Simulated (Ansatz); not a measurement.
[YbF6]3- (YbF₆³⁻), relaxed as a doublet with UKS B3LYP-D4/def2-SVP in Ansatz, starting from the GFN2-xTB geometry. Force threshold 0.02 eV/Å.

In the def2 sets Yb takes a core potential; there is no spin–orbit coupling. With an open 4f shell the SCF may have ended on a state above the lowest. A multiply charged anion in the gas phase is held together partly by the finite basis. The highest occupied level of the charge -3 doublet lies above zero (up to 6.06 eV). It is a level of β spin, whose loss leaves a triplet; that state wasn't run at this geometry and level. The electron is either unbound and held by the finite basis, or the level is raised by self-interaction error. The relaxation made no stability test and no search for a lower SCF solution. No other spin state of charge -3 was run.

Start:

Cartesian coordinates in Å:
```
Yb 0.001 0.000 0.000
F 0.550 1.200 -1.822
F -0.565 -1.190 1.820
F 0.891 -1.842 -0.929
F -0.885 1.841 0.932
F -1.985 -0.496 -0.930
F 1.992 0.486 0.929
```

```json
{"step": "1", "energy (eV)": "-47836.2876", "largest force component (eV/Å)": "0.721", "SCF passes": "218"}
{"step": "2", "energy (eV)": "-47836.4076", "largest force component (eV/Å)": "0.380", "SCF passes": "58"}
{"step": "3", "energy (eV)": "-47836.4415", "largest force component (eV/Å)": "0.022", "SCF passes": "64"}
{"step": "4", "energy (eV)": "-47836.4418", "largest force component (eV/Å)": "0.011", "SCF passes": "47"}
```

Force components are those of the run's own axes.

End:

```xyz
7

Yb    0.000    0.000    0.000
F     0.546    1.164   -1.760
F    -0.546   -1.164    1.760
F     0.870   -1.788   -0.894
F    -0.870    1.788    0.894
F    -1.934   -0.472   -0.890
F     1.934    0.471    0.890
```

By distances, no bond broke or formed. The bond that changes most is Yb1–F7, from 2.25 to 2.18 Å (atoms count from 1).

No frequencies were taken in this run, so the end may be a saddle point.

Run time 85 s (4 threads of Arm Neoverse N1 on a shared host), peak host memory 0.8 GiB.
